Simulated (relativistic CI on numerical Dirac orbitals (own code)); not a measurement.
**Fe2+ in a cubic cluster: L2,3 absorption with charge transfer**

Computed with a charge-transfer multiplet model of a cubic metal-ligand cluster with up to 3 ligand holes, Slater and spin-orbit integrals from Dirac-Coulomb-Breit ions, Slater integrals scaled by 0.8. The parameters are those of a tetrahedral site (10Dq negative, t2 hopping the larger). The ground state mixes d6 with configurations of k ligand holes L, whose averages lie at kΔ + k(k − 1)U_dd/2; a core hole lowers each added d electron by U_cd. 20 K, Lorentzian 0.4 eV and Gaussian 0.3 eV FWHM.

Atomic integrals in eV (Slater integrals scaled, ζ unscaled), ground: F2dd 8.723, F4dd 5.416, zeta_d 0.049; with the core hole: F2dd 9.374, F4dd 5.826, zeta_d 0.067, zeta_core 8.135, F2cd 5.460, G1cd 4.059, G3cd 2.306.

Cluster parameters (eV): U_dd = 6.4, U_cd = 8.3, 10Dq = -0.35, 10Dq(ligand) = 0, V(eg) = 0.95, V(t2g) = -1.61, final-state hopping factor = 0.9.

```csv
Case,n_d,d6,d7L,d8L2,d9L3,S
Δ = -0.8 eV,6.63,0.43,0.51,0.06,0.00,2.00
Δ = 2.2 eV,6.30,0.72,0.27,0.01,0.00,2.00
Δ = 3.2 eV,6.23,0.78,0.21,0.01,0.00,2.00
Δ = 4.2 eV,6.18,0.83,0.17,0.01,0.00,2.00
Δ = 5.2 eV,6.14,0.86,0.13,0.00,0.00,2.00
```

Weights, n_d and S are thermal averages at 20 K. Photon energies count from the first peak over 30 % of the highest in each spectrum, which can be another peak from case to case. The parameters are a model scan and need not match a compound or its usual spin state. Peaks in eV (height, largest 100):
- Δ = -0.8 eV: -1.5 (12), 0.0 (100), 3.7 (11), 5.3 (9), 12.9 (33), 15.3 (6)
- Δ = 2.2 eV: -1.9 (10), 0.0 (100), 1.7 (24), 4.2 (11), 5.2 (7), 11.3 (7), 13.0 (33), 14.9 (7)
- Δ = 3.2 eV: -1.9 (10), 0.0 (100), 2.0 (24), 3.1 (16), 4.7 (9), 5.6 (5), 13.2 (34), 15.3 (8)
- Δ = 4.2 eV: 0.0 (100), 0.4 (92), 2.4 (25), 3.6 (15), 13.5 (33), 15.2 (6), 15.7 (8)
- Δ = 5.2 eV: 0.0 (100), 0.5 (90), 1.1 (66), 2.5 (25), 3.8 (14), 13.5 (31), 15.3 (6), 15.8 (8)

For the case Δ = 2.2 eV, Δ = 2.2 eV is smaller than U_dd = 6.4 eV, the charge-transfer side of the Zaanen-Sawatzky-Allen scheme. With the core hole the configuration with one ligand hole lies at Δ + U_dd − U_cd = -2.7, 0.3, 1.3, 2.3, 3.3 eV from the one without, in the order of the table; where this is negative the screened configuration lies lower, though the effective hopping of about 2.5 eV (from the holes of the mixed ground state) mixes the two strongly wherever it is as large as the gap.
